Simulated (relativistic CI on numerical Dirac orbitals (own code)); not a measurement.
**One change at a time: Mn¹⁴⁺**

Base calculation: Dirac-Coulomb-Breit CI, separate exchange-only KLI orbitals for each configuration, model QED (radiative potential, 1s self-energy scaled to tabulated hydrogen-like ionisation energies), unscaled Slater integrals.

Configurations in the expansion (outside the closed core [Ne]): 3s, 3p, 3d, 4s, 4p, 4d, 4f, 5s, 5p, 5d, 5f, 5g, 6s, 6p, 6d, 7s, 7p. Levels of other configurations are missing.

Variants: (1) Breit term removed. Shifts of the energy above 3s ²S1/2, in cm⁻¹, for the lowest level and the first level of each name with at least 55 % of one term (blank where a level changes its place among those of its configuration and J or its character, or is not in the variant):

```tsv
Level	Base	Δ(1)
3s ²S1/2	0	0
3p ²P°1/2	260499	-481
3p ²P°3/2	277527	+36
3d ²D3/2	632485	+453
3d ²D5/2	634622	+746
4s ²S1/2	1664429	+547
4p ²P°1/2	1767326	+340
4p ²P°3/2	1773923	+553
4d ²D3/2	1903854	+700
4d ²D5/2	1904844	+821
4f ²F°5/2	1957546	+865
4f ²F°7/2	1957919	+875
5s ²S1/2	2370478	+716
5p ²P°1/2	2421096	+611
5p ²P°3/2	2424341	+717
5d ²D3/2	2486931	+789
5d ²D5/2	2487460	+846
5f ²F°5/2	2514141	+866
5f ²F°7/2	2514330	+873
5g ²G7/2	2516482	+867
5g ²G9/2	2516601	+867
6s ²S1/2	2735793	+785
```

At this charge energies of transitions that change n are usually good to better than 1 %, and those within a shell (Δn = 0) to a few per cent.

Ionisation energy from the two ground configurations alone: base 434.487 eV; Breit term removed 434.595 eV. The NIST ASD value (semi-empirical) is 435.172 eV.
